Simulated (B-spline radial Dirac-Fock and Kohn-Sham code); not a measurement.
**Kα1 (K-L3) energies across the elements Sb to Pm**

These are calculated numbers from an atomic code on a B-spline grid; the model is Dirac-Fock energy differences between relaxed states, corrected for Breit and QED terms. Free neutral atoms. The model has no electron correlation.

The screening constant σ is defined by E = 0.7500·Ry·(Z − σ)², the hydrogen-like form of Moseley's law.

```
 Z  element  computed (eV)  tabulated (eV)      √E      σ
51       Sb        26356.8         26359.0  162.35   0.18
52       Te        27470.2         27472.4  165.74   0.12
53        I        28609.9         28612.3  169.14   0.05
54       Xe        29776.3         29782.2  172.56  -0.02
55       Cs        30969.9         30972.7  175.98  -0.09
56       Ba        32190.7         32193.6  179.42  -0.17
57       La        33439.3         33441.9  182.86  -0.25
58       Ce              ?               ?       ?      ?
59       Pr        36023.8         36026.3  189.80  -0.42
60       Nd        37358.8         37361.0  193.28  -0.51
61       Pm        38722.8         38724.7  196.78  -0.60
```

Problem. Estimate the missing row, Ce.

Solution. Computed 34717.0 eV, tabulated 34719.6 eV, √E = 186.32, σ = -0.33.

Tabulated energies: xraylib 4.2 line table, elements in their standard states.
